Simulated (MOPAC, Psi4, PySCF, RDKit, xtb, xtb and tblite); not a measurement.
Conformational energy of SMILES c1(C=O)ccc(s1)C(O)=O (C6H4O3S). Scanned: dihedral O1–C2–C3–S10; all other coordinates were relaxed at GFN2-xTB. Points at φ and −φ are mirror images.

Geometry of the scan point at 0° (Å):
```
14

O     -2.8442     1.1380     1.9626
C     -2.6976     0.4106     1.0135
C     -1.4341     0.1124     0.3706
C     -1.2216    -0.7131    -0.7161
C      0.1205    -0.7820    -1.0859
C      0.9262    -0.0076    -0.2783
C      2.3766     0.1378    -0.4009
O      3.0501    -0.4125    -1.2345
O      2.8843     0.9608     0.5269
S      0.0397     0.8140     0.9453
H     -3.5554    -0.1076     0.5404
H     -2.0142    -1.2411    -1.2155
H      0.5115    -1.3629    -1.9014
H      3.8453     1.0375     0.4211
```

Methods: GFN2-xTB (xtb and tblite); MMFF94 // GFN2-xTB (RDKit); PBE0/def2-SVP // GFN2-xTB (Psi4); PBE0-D3(BJ)/def2-SVP // GFN2-xTB (Psi4); PBE/def2-SVP // GFN2-xTB (Psi4); PBE-D3(BJ)/def2-SVP // GFN2-xTB (Psi4); UFF // GFN2-xTB (RDKit); PM6, restricted, heats of formation // GFN2-xTB (MOPAC); PM3, restricted, heats of formation // GFN2-xTB (MOPAC); GFN1-xTB // GFN2-xTB (xtb); RKS-B3LYP/6-31G* = restricted B3LYP/6-31G*, spherical d, density fitting // GFN2-xTB (PySCF 2.14.0); RKS-B3LYP/3-21G = restricted B3LYP/3-21G, density fitting // GFN2-xTB run with PySCF; RKS-B3LYP/6-311+G** = restricted B3LYP/6-311+G**, spherical d, density fitting // GFN2-xTB (PySCF); RHF/6-31G* = restricted Hartree-Fock/6-31G*, spherical d, density fitting // GFN2-xTB in PySCF 2.14.0.

Least-squares fit of E(φ) = a0 + Σ (a_n cos nφ + b_n sin nφ), n = 1 to 4, to the 18 scan points, in kJ/mol above the lowest point of each profile (levels whose profile four harmonics don't fit are not listed):

| method | a0 | a1 | b1 | a2 | b2 | a3 | b3 | a4 | b4 | rms of fit |
|---|---|---|---|---|---|---|---|---|---|---|
| GFN2-xTB | 14.52 | 0.88 | 0.00 | -14.79 | 0.00 | -0.23 | 0.00 | 0.98 | 0.00 | 0.11 |
| MMFF94 | 23.48 | 5.74 | 0.00 | -19.04 | 0.00 | -0.13 | 0.00 | 1.53 | 0.00 | 0.22 |
| PBE0/def2-SVP | 22.39 | -1.05 | 0.00 | -21.59 | 0.00 | -0.53 | 0.00 | 0.99 | 0.00 | 0.13 |
| PBE0-D3(BJ)/def2-SVP | 22.46 | -1.05 | 0.00 | -21.65 | 0.00 | -0.55 | 0.00 | 1.00 | 0.00 | 0.13 |
| PBE/def2-SVP | 23.64 | -0.75 | 0.00 | -23.42 | 0.00 | -0.56 | 0.00 | 1.41 | 0.00 | 0.22 |
| PBE-D3(BJ)/def2-SVP | 23.74 | -0.75 | 0.00 | -23.52 | 0.00 | -0.58 | 0.00 | 1.43 | 0.00 | 0.22 |
| UFF | 21.00 | 1.40 | 0.00 | -21.70 | 0.00 | -0.03 | 0.00 | 2.47 | 0.00 | 0.37 |
| PM6 | 6.51 | -2.36 | 0.00 | -3.50 | 0.00 | -0.08 | 0.00 | -0.72 | 0.00 | 0.17 |
| PM3 | 6.57 | 3.46 | 0.00 | -1.92 | 0.00 | 0.91 | 0.00 | -0.50 | 0.00 | 0.19 |
| GFN1-xTB | 14.05 | 1.14 | 0.00 | -13.57 | 0.00 | 0.01 | 0.00 | 0.68 | 0.00 | 0.05 |
| RKS-B3LYP/6-31G* | 23.67 | -2.02 | 0.00 | -22.08 | 0.00 | -0.58 | 0.00 | 1.21 | 0.00 | 0.13 |
| RKS-B3LYP/3-21G | 27.55 | -1.64 | 0.00 | -25.92 | 0.00 | -0.71 | 0.00 | 0.96 | 0.00 | 0.15 |
| RKS-B3LYP/6-311+G** | 20.98 | -1.69 | 0.00 | -19.90 | 0.00 | -0.45 | 0.00 | 1.24 | 0.00 | 0.12 |
| RHF/6-31G* | 19.27 | -2.02 | 0.00 | -16.91 | 0.00 | -0.55 | 0.00 | 0.16 | 0.00 | 0.09 |
